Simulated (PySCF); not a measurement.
Constitutional and geometric isomers with formula C2H6BN. Isolated molecules, 0 K electronic values unless said otherwise. One relaxed conformer stands for each flexible species; it need not be the lowest. Strings in code marks are SMILES.

Level of theory: B3LYP-D3(BJ)/def2-TZVP (PySCF). All candidates: neutral, multiplicity 1. B3LYP has the VWN-RPA correlation part, as in Gaussian. Excitations are Tamm–Dancoff values on a coarser integration grid. The basis has no diffuse functions, so Rydberg states are missing or too high.

| Property | Value |
|---|---|
| brightest of the four lowest singlets (TDA) | 5.62 eV |
| T1 excitation (TDA) | 3.37 eV |
| HOMO | -6.41 eV |

Task: Identify which member has these values.
(A) `B1CCN1`
(B) `B/C=C/N`
(C) `C=BCN`
(D) `B/C=C\N`

Result: B, `B/C=C/N`. The others give `B/C=C\N`: 4.95 eV, 2.96 eV, -6.29 eV; `C=BCN`: 5.59 eV, 3.25 eV, -6.16 eV; `B1CCN1`: 7.47 eV, 5.57 eV, -7.49 eV
